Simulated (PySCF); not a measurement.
H₄Sn, SMILES `[SnH4]`, neutral singlet in the gas phase. 

Z-matrix (Å, degrees):
```
Sn
H 1 1.7167
H 1 1.7167 2 109.47
H 1 1.7167 2 109.47 3 120.00
H 1 1.7167 2 109.47 4 120.00
```
Charge 0, multiplicity 1.

All levels are single points at this geometry (B3LYP-D3(BJ)/def2-SVP); Pople sets use spherical d functions. Orbital energies aren't observables, and empty levels follow the basis.

BP86/6-31G* (LANL2DZ on Sn) in PySCF gives HOMO (eV) = -8.21.

### Question
Estimate the HOMO (eV) from each of these levels: M06-2X/def2-TZVP in PySCF; PBE-D3(BJ)/def2-TZVP in PySCF; B3LYP/6-311+G** (LANL2DZ on Sn) in PySCF; B3LYP/6-31G* (LANL2DZ on Sn) in PySCF; B3LYP/LANL2DZ in PySCF; M06-2X/6-31G* (LANL2DZ on Sn) in PySCF; SVWN5/6-31G* (LANL2DZ on Sn) in PySCF; HF/6-31G* (LANL2DZ on Sn) in PySCF.

### Answer

```
level                                     HOMO (eV)
----------------------------------------  ---------
M06-2X/def2-TZVP in PySCF                    -10.22
PBE-D3(BJ)/def2-TZVP in PySCF                 -7.92
B3LYP/6-311+G** (LANL2DZ on Sn) in PySCF      -9.01
B3LYP/6-31G* (LANL2DZ on Sn) in PySCF         -9.13
B3LYP/LANL2DZ in PySCF                        -9.08
M06-2X/6-31G* (LANL2DZ on Sn) in PySCF       -10.38
SVWN5/6-31G* (LANL2DZ on Sn) in PySCF         -8.07
HF/6-31G* (LANL2DZ on Sn) in PySCF           -12.28
```
